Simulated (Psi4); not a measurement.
Approach curve of the dimer CH2O2 ··· O2S (SMILES O=CO and O=S=O). Monomers: optimised at B3LYP-D3(BJ) (def2-TZVP), held rigid. Orientation: lowest of the rigid-body minima from ten starts at GFN2-xTB. The monomers approach along the line of their centres of mass (distance R); nothing else relaxes.

Computed with: HF/aug-cc-pVDZ, counterpoise-corrected (Psi4); SAPT0/jun-cc-pVDZ, frozen core (Psi4).

Interaction energies in kcal/mol:

```json
[
 {"R / Å": "2.51", "HF/aug-cc-pVDZ": "11.92"},
 {"R / Å": "2.72", "HF/aug-cc-pVDZ": "2.29"},
 {"R / Å": "2.89", "HF/aug-cc-pVDZ": "-1.84"},
 {"R / Å": "3.14", "HF/aug-cc-pVDZ": "-4.46"},
 {"R / Å": "3.38", "HF/aug-cc-pVDZ": "-4.93"},
 {"R / Å": "3.72", "HF/aug-cc-pVDZ": "-4.27"},
 {"R / Å": "4.19", "HF/aug-cc-pVDZ": "-2.96"},
 {"R / Å": "4.95", "HF/aug-cc-pVDZ": "-1.54"},
 {"R / Å": "5.93", "HF/aug-cc-pVDZ": "-0.74"},
 {"R / Å": "7.19", "HF/aug-cc-pVDZ": "-0.34"}
]
```

Q: Estimate the SAPT0/jun-cc-pVDZ values at these points.

A: 2.51: -0.30; 2.72: -5.85; 2.89: -7.87; 3.14: -8.47; 3.38: -7.66; 3.72: -5.90; 4.19: -3.80; 4.95: -1.89; 5.93: -0.87; 7.19: -0.39 (kcal/mol).
